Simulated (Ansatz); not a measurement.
Ligand exchange: In(CH3)2F + Cd(CH3)(NH2) → In(CH3)2(NH2) + Cd(CH3)F

Species: In(CH3)2F, singlet; Cd(CH3)(NH2), singlet; In(CH3)2(NH2), singlet; Cd(CH3)F, singlet. The partners trade F for NH2: In–F and Cd–NH2 bonds give way to In–NH2 and Cd–F.

Shapes, held fixed at every level: PBE0-D4/def2-TZVP. Programs: Ansatz 0.2.0. Electronic energies: no zero-point or thermal term.

| level | kind | ΔE (kJ/mol) | less CCSD(T)/def2-TZVPP | CPU time (sum over the molecules) |
| --- | --- | --- | --- | --- |
| r2SCAN-D4/def2-TZVPP | meta-GGA | +8.5 | +0.8 | 48 s |
| PBE0-D4/def2-TZVPP | global hybrid | +7.0 | -0.7 | 27 s |
| r2SCAN0-D4/def2-TZVPP | global hybrid | +6.7 | -1.0 | 46 s |
| CCSD(T)/def2-SVP | coupled cluster or CI | +8.8 | +1.1 | 68 s |
| CCSD/def2-SVP | coupled cluster or CI | +7.8 | +0.1 | – |
| CCSD/def2-TZVPP | coupled cluster or CI | +5.9 | -1.8 | – |
| CCSD(T)/def2-TZVPP | coupled cluster or CI | +7.7 | 0.0 | 29 min |

The highest level, CCSD(T)/def2-TZVPP, gives ΔE = +7.7 kJ/mol; the levels span +5.9 to +8.8. The column of differences is taken from that level and isn't an error. No measured value is set beside it here. For atoms past krypton def2 sets carry core potentials with scalar relativity. Outer-core shells of Cd, In are correlated, in sets that cover them unevenly. Times are processor times on shared x86 and Arm servers, and rough.
